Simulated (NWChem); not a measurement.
System: C3H7FOSi; SMILES C=C[Si@H](F)CO

Here is an NWChem input.

```
start job
memory heap 200 mb stack 900 mb global 1100 mb
geometry units angstroms noautosym nocenter noautoz
  C      0.113563    -2.629375    -0.508383
  C      0.757378    -1.691104     0.216685
  Si     0.015723    -0.014576     0.560604
  F     -1.522469    -0.013547    -0.059256
  C      0.830928     1.435174    -0.354799
  O     -0.007292     2.585525    -0.248507
  H     -0.897917    -2.448248    -0.910827
  H      0.560412    -3.614878    -0.726156
  H      1.766958    -1.923256     0.606378
  H     -0.099013     0.280282     2.028714
  H      1.810960     1.692629     0.101735
  H      1.050915     1.150276    -1.415077
  H     -0.886743     2.317350    -0.577688
end
basis spherical
  * library 6-31g*
end
dft
  xc hfexch
  iterations 150
  mulliken
end
task dft energy
esp
  recalculate
  probe 0.07
  range 0.3
  factor 1.0
  spacing 0.02
end
task esp
```

Excerpt of the output:

```
             Northwest Computational Chemistry Package (NWChem) 7.3.0
             --------------------------------------------------------

                             Geometry "geometry" -> ""
                             -------------------------

 Output coordinates in angstroms (scale by  1.889725989 to convert to a.u.)

  No.       Tag          Charge          X              Y              Z
 ---- ---------------- ---------- -------------- -------------- --------------
    1 C                    6.0000     0.11356300    -2.62937500    -0.50838300
    2 C                    6.0000     0.75737800    -1.69110400     0.21668500
    3 Si                  14.0000     0.01572300    -0.01457600     0.56060400
    4 F                    9.0000    -1.52246900    -0.01354700    -0.05925600
    5 C                    6.0000     0.83092800     1.43517400    -0.35479900
    6 O                    8.0000    -0.00729200     2.58552500    -0.24850700
    7 H                    1.0000    -0.89791700    -2.44824800    -0.91082700
    8 H                    1.0000     0.56041200    -3.61487800    -0.72615600
    9 H                    1.0000     1.76695800    -1.92325600     0.60637800
   10 H                    1.0000    -0.09901300     0.28028200     2.02871400
   11 H                    1.0000     1.81096000     1.69262900     0.10173500
   12 H                    1.0000     1.05091500     1.15027600    -1.41507700
   13 H                    1.0000    -0.88674300     2.31735000    -0.57768800

 Effective nuclear repulsion energy (a.u.)     297.5233247465

  xc_inp: hfexch multiplicative factor not found.

                                 NWChem DFT Module
                                 -----------------

 Summary of "ao basis" -> "ao basis" (spherical)
 ------------------------------------------------------------------------------
       Tag                 Description            Shells   Functions and Types
 ---------------- ------------------------------  ------  ---------------------
 C                           6-31g*                  6       14   3s2p1d
 Si                          6-31g*                  8       18   4s3p1d
 F                           6-31g*                  6       14   3s2p1d
 O                           6-31g*                  6       14   3s2p1d
 H                           6-31g*                  2        2   2s

            General Information
            -------------------
          SCF calculation type: DFT
          Wavefunction type:  closed shell.
          No. of atoms     :    13
          No. of electrons :    56
           Alpha electrons :    28
            Beta electrons :    28
          Charge           :     0
          Spin multiplicity:     1
          Use of symmetry is: off; symmetry adaption is: off
          Maximum number of iterations: 150
          AO basis - number of functions:   102
                     number of shells:    52
          Convergence on energy requested:  1.00D-06
          Convergence on density requested:  1.00D-05
          Convergence on gradient requested:  5.00D-04

              XC Information
              --------------
                     Hartree-Fock (Exact) Exchange  1.000

      Superposition of Atomic Density Guess
      -------------------------------------

 Sum of atomic energies:        -579.41238199

      Non-variational initial energy
      ------------------------------

 Total energy =    -581.870821
 1-e energy   =   -1389.736161
 2-e energy   =     510.342015
 HOMO         =      -0.291448
 LUMO         =      -0.005184

     ---------------------------------------------
      Total Density - Mulliken Population Analysis
     ---------------------------------------------

[...]

                     NWChem Electrostatic Potential Fit Module
                     -----------------------------------------

 Atom parameters

 Number of atoms is                                   13
 Number of basis functions is                        102

 Grid parameters

 Maximum number of grid points is                  50054
 Number of grid points is                          50053
 Grid range                                     0.300000 nm
 Grid spacing                                   0.020000 nm
 Probe radius                                   0.070000 nm
 Atom radius factor                             1.000000

 Atomic radii

    1    0.100000
    6    0.147000
    8    0.136000
    9    0.128000
   14    0.187000
 FASTESP  F
  using M.O. file = ./job.movecs

    Atom              Coordinates                           Charge

                                                  ESP

    1 C     0.011356   -0.262938   -0.050838   -0.191301
    2 C     0.075738   -0.169110    0.021669   -0.356513
    3 Si    0.001572   -0.001458    0.056060    0.725273
    4 F    -0.152247   -0.001355   -0.005926   -0.365121
    5 C     0.083093    0.143517   -0.035480    0.180868
    6 O    -0.000729    0.258553   -0.024851   -0.663772
    7 H    -0.089792   -0.244825   -0.091083    0.146659
    8 H     0.056041   -0.361488   -0.072616    0.128451
    9 H     0.176696   -0.192326    0.060638    0.136344
   10 H    -0.009901    0.028028    0.202871   -0.151975
   11 H     0.181096    0.169263    0.010174    0.027629
   12 H     0.105092    0.115028   -0.141508   -0.022050
   13 H    -0.088674    0.231735   -0.057769    0.405507
                                            ------------
                                               -0.000000

 Dipole moment                                  1.151537

 Quadrupole moment Qxx                          4.245493
                   Qyy                         -6.049597
                   Qzz                          1.804104

 RMS deviation kJ/mol                           0.054069

 RRMS %                                        26.759576
```

Level: Hartree-Fock/6-31G* (spherical d). All runs use the structure optimised with PBE-D3(BJ)/def2-SVP.
